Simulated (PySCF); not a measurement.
**Identify the compound**

The spectra below were simulated for a compound C4H7O2PSi2.

1H NMR (500 MHz, computed): δ 9.17 (s, 1H), 4.71 (m, 1H), 3.69 (m, 3H), 1.72 (m, 2H).

13C{1H} NMR (computed): δ 195.8 (CH), 179.3 (C), 120.4 (C), 112.3 (C).

[PySCF: NMR shieldings at PBE0/pcSseg-1/GIAO; GFN2-xTB geometry; one computed conformer; one averaged value for each set of equivalent atoms; non-relativistic Hamiltonian; in vacuum]

References, each an isolated molecule treated in the same way: 1H and 13C vs TMS.

Q: What is the structure?

A: 
- 4 carbon signals for 4 carbons: no two carbons are equivalent.
- Carbon types of the structure: 3 × C, 1 × CH, leaving 6 H on heteroatoms.
- δC 195.8: aldehyde carbonyl carbon; low-lying n→π* states of the double bond to the heteroatom give a large paramagnetic term (-254 ppm).
- δC 179.3: carbonyl carbon of an ynone.
- δC 120.4, 112.3: alkyne carbon.
- δH 9.17: hydrogen on an aldehyde carbonyl carbon; the C=O anisotropy and electron withdrawal place aldehyde protons far downfield.
- δH 4.71: hydrogen on a silicon bonded to C, P, Si.
- δH 3.69: hydrogen on a silicon bonded to Si.
- δH 1.72: hydrogen on a phosphorus bonded to Si.

Structure: SMILES O=CC(=O)C#C[Si@H]([SiH3])P.

The shifts were computed for this structure.

Splittings by 31P in the carbon and heteronuclear signals aren't shown, as no couplings were computed. Shifts are as computed. Against solution values, carbons near 30 ppm lie about +3 ppm off and those near 130 ppm about +5 ppm. Of 1309 compounds with measured shifts, 239 miss one by over three times the rms of a fit or turn the order of signals round; such compounds aren't used in these exercises. No couplings were computed; multiplicities are counted from neighbouring protons, with m where these are inequivalent, close in shift, in a saturated or five-membered ring or joined by F or P, and br s for small geminal =CH2 splittings.
